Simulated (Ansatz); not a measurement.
The same path of C₂H₄F₂OSi (10 atoms, charge 0, multiplicity 1) was run 3 times with different band settings. The coordinate that changes most is the dihedral C4–C2–Si3–H8.

All numbers below come from Ansatz, RKS LDA/6-31G*.

Relaxed end points:

```xyz
10
Properties=species:S:1:pos:R:3
O 1.707 -0.130 -1.017
C 0.644 0.037 -0.453
Si 0.064 -1.110 0.989
C -0.302 1.153 -0.860
F -1.482 0.571 -1.183
F -0.495 1.934 0.227
H -0.056 -2.483 0.401
H 1.164 -1.093 2.005
H -1.234 -0.690 1.605
H 0.072 1.760 -1.710
```

```xyz
10
Properties=species:S:1:pos:R:3
O 0.815 -0.710 -1.670
C 0.313 -0.182 -0.698
Si 0.018 -1.145 0.950
C -0.122 1.273 -0.725
F -1.435 1.304 -0.396
F 0.576 1.915 0.242
H 1.347 -1.710 1.345
H -0.546 -0.299 2.048
H -0.922 -2.262 0.614
H 0.040 1.764 -1.707
```

Common settings: spring 5.0 eV/Å²; start path through a guess of the saddle point; force threshold 0.05 eV/Å; iteration limit 60; end points relaxed.

| run | movable images | climbing image | optimiser | largest step |
| --- | --- | --- | --- | --- |
| 1 | 9 | yes | quadratic models (default) | default |
| 2 | 6 | no | quadratic models (default) | default |
| 3 | 9 | yes | fire | 0.02 Å |

Task: What does each run give, and how far can it be trusted?

Result: Run 1: converged after 31 iterations, highest image 0.044 eV above the first end. A vibrational analysis at the climbing image gives one clearly imaginary mode, 104i cm⁻¹: a first-order saddle point.
Run 2: converged after 16 iterations, highest image 0.047 eV above the first end. No image climbed, so the highest image needn't sit at the top of the path. A band with more images between the same ends climbed to 0.11 eV, so this one has probably stepped over the top.
Run 3: converged after 39 iterations, highest image 0.112 eV above the first end. The order of the stationary point at the top wasn't checked. Another band between the same ends, with other settings, climbed to 0.04 eV only, so this may not be the lowest route.
